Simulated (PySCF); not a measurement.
(ClGaTe)3 ring, Cl3Ga3Te3.
Bonds: Ga1–Cl2, Ga1–Te3, Ga1–Te9, Te3–Ga4, Ga4–Cl5, Ga4–Te6, Te6–Ga7, Ga7–Cl8, Ga7–Te9.

Computed by this run: PySCF, PBE0-D3(BJ)/def2-SVP geometry optimisation, gas phase, def2 core potentials past Kr; density fitting, grid level 1; the optimiser is geomeTRIC in internal coordinates, started from a GFN2-xTB structure with every atom displaced at random (about 0.03 Å).

The end geometry, which sets the zero of energy:
```
atom  x, y, z in Å
Ga1    -2.2027   -0.1356   -0.3437
Cl2    -4.3367   -0.2713   -0.6489
Te3    -1.0410   -2.1470   -1.3087
Ga4     1.3562   -1.6661   -0.7130
Cl5     2.6688   -3.2379   -1.3949
Te6     2.6783    0.1272    0.4494
Ga7     0.8763    1.7732    1.0560
Cl8     1.7543    3.4913    2.0189
Te9    -1.6207    1.9967    0.8591
```

**Question.** These geometries come from the run, each turned onto the end geometry. Order them by energy, lowest first.
A.
```
atom  x, y, z in Å
Ga1    -2.1919   -0.1646   -0.3235
Cl2    -4.3342   -0.2895   -0.5437
Te3    -1.0590   -2.3011   -0.9983
Ga4     1.3584   -1.6635   -0.6634
Cl5     2.6643   -2.9090   -1.8287
Te6     2.5779   -0.1013    0.8871
Ga7     0.8756    1.7414    1.0574
Cl8     1.7444    3.4618    2.0201
Te9    -1.5028    2.1563    0.3673
```
B.
```
atom  x, y, z in Å
Ga1    -2.2046   -0.1333   -0.3277
Cl2    -4.3428   -0.2975   -0.5846
Te3    -1.0521   -2.1997   -1.1861
Ga4     1.3628   -1.6577   -0.7226
Cl5     2.6904   -3.1287   -1.5781
Te6     2.6438    0.0112    0.6603
Ga7     0.8805    1.7581    1.0435
Cl8     1.7321    3.4797    2.0242
Te9    -1.5773    2.0985    0.6454
```
C.
```
atom  x, y, z in Å
Ga1    -2.1930   -0.1480   -0.3282
Cl2    -4.3358   -0.2935   -0.5504
Te3    -1.0558   -2.2540   -1.0998
Ga4     1.3600   -1.6560   -0.7013
Cl5     2.6794   -3.0454   -1.6989
Te6     2.6162   -0.0376    0.7634
Ga7     0.8770    1.7562    1.0510
Cl8     1.7279    3.4720    2.0401
Te9    -1.5433    2.1367    0.4985
```
D.
```
atom  x, y, z in Å
Ga1    -2.2025   -0.1285   -0.3300
Cl2    -4.3435   -0.3020   -0.5635
Te3    -1.0496   -2.1983   -1.1799
Ga4     1.3714   -1.6458   -0.7511
Cl5     2.6918   -3.1438   -1.5695
Te6     2.6403    0.0072    0.6650
Ga7     0.8772    1.7589    1.0404
Cl8     1.7227    3.4724    2.0403
Te9    -1.5750    2.1105    0.6227
```
E.
```
atom  x, y, z in Å
Ga1    -2.0955   -0.2996   -0.3547
Cl2    -4.2272   -0.2732   -0.6630
Te3    -1.1057   -2.6045   -0.2974
Ga4     1.2152   -1.5877   -0.4962
Cl5     2.2860   -1.9028   -2.3310
Te6     2.4558   -0.4169    1.3877
Ga7     0.9975    1.5946    1.0303
Cl8     1.7348    3.3908    1.9575
Te9    -1.1280    2.0298   -0.2589
```

**Answer.** B (0.008 eV), D (0.013 eV), C (0.024 eV), A (0.045 eV), E (0.169 eV).

In the order of the answer:

| step | E above end (eV) | largest force (eV/Å) | rms force component (eV/Å) | rms distance from end (Å) | rms bond change (Å) | bond most changed (Å) |
| --- | --- | --- | --- | --- | --- | --- |
| 21 | 0.008 | 0.07 | 0.021 | 0.144 | 0.002 | Ga4–Te6 +0.005 |
| 20 | 0.013 | 0.15 | 0.038 | 0.151 | 0.003 | Ga4–Te6 +0.007 |
| 18 | 0.024 | 0.05 | 0.020 | 0.232 | 0.003 | Ga4–Te6 +0.005 |
| 16 | 0.045 | 0.17 | 0.046 | 0.328 | 0.005 | Ga4–Cl5 -0.010 |
| 9 | 0.169 | 0.09 | 0.027 | 0.879 | 0.014 | Ga4–Te6 +0.028 |

What follows is the cost of the whole optimisation. On an Intel Xeon 6975P-C with 2 threads, shared host with 192 logical CPUs at a one-minute load of 89, this took 16 min wall, 34 min CPU and 2.5 GiB of memory at its peak.
